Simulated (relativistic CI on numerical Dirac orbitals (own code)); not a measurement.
Re3+: what numerical and physical settings do to a radial Dirac CI calculation

Reference input:

```
atom Re  Z=75  charge=3  electrons=72
nucleus A=187  rms_radius_fm=5.3698
hamiltonian dirac-coulomb  breit=on  qed=on  c_scale=1
orbitals kli  potential=per-configuration
slater_scale 1
correlation none
mixing on
grid step=0.0125 r_max=64.9
scf mixing=0.4 start=green max_iterations=150 tolerance=2e-08 node_fill=0.05
configurations
  [Xe] 4f14 5d4
  [Xe] 4f14 5d3 6s
  [Xe] 4f14 5d2 6s2
  [Xe] 4f14 5d3 6p
  [Xe] 4f14 5d2 6s 6p
end
```

Computed lowest total energy -16675.67567 Ha, first excitation 2171.8 cm⁻¹, 65 SCF steps. Runs with settings changed; * marks those that are bad on purpose:

```csv
Changed,Outcome,Lowest level,ΔE (Ha),First excitation (cm⁻¹),SCF steps,Message
"grid step 0.02, node fill of the KLI weights 0.5, start potential bare",converged,5d4 5D_0,0.0764,2583.0,100,
Breit term off,converged,5d4 5D_0,-18,2295.9,65,
"end of the grid at 32.45 bohr, nuclear radius 4.8328 fm",converged,5d4 5D_0,-0.442,2171.9,65,
Slater scale 0 *,converged,5d4 3P_0,0.0705,7027.7,65,
end of the grid at 5.19 bohr *,not converged,,,,12,orbital 4f5/2 not found
```

With so few configurations and no correlation, terms lie too far apart (by 10 to 50 % near neutrality), their order can be wrong, and levels of other configurations are missing.
